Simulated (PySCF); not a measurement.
**Re (rhenium, neutral): UHF calculation**

Configuration: [Xe] 4f14 5d6 6s1, high-spin 6D determinant (an excited configuration). All numbers are calculated (PySCF 2.14, a scalar-relativistic core potential, in aug-cc-pVQZ-PP with ECP60MDF (7s7p6d4f3g2h, 135 functions)).

| Quantity | Value |
| --- | --- |
| Total energy | -77.770501 hartree |
| One-electron energy | -134.0837 hartree |
| Hartree (Coulomb) energy | 64.2590 hartree |
| Exchange energy | -7.9458 hartree |
| ⟨S²⟩ | 8.7589 |
| ⟨L²⟩ | 6.033 |
| Sum of ⟨r⟩ | 24.80 bohr |
| Sum of ⟨r²⟩ | 53.54 bohr² |
| Traceless quadrupole moment −½Σ⟨3z² − r²⟩ along its main axis | 1.50 e·bohr² |
| Time after the integrals | roughly 7 core-seconds |

| shell | electrons | mean orbital energy (eV) | spread (eV) | rms radius, mean of both spins (bohr) |
| --- | --- | --- | --- | --- |
| 5s α | 1 | -99.538 | 0 | 1.13 |
| 5s β | 1 | -95.054 | 0 | 1.13 |
| 5p α | 3 | -57.938 | 1.184 | 1.32 |
| 5p β | 3 | -51.405 | 0.845 | 1.32 |
| 5d α | 5 | -9.529 | 1.533 | 2.19 |
| 6s α | 1 | -7.898 | 0 | 3.45 |
| 5d β | 1 | -5.719 | 0 | 2.19 |

Energies and moments cover only the electrons outside the core potential. Spin-orbit coupling, absent here, splits the open shell strongly.
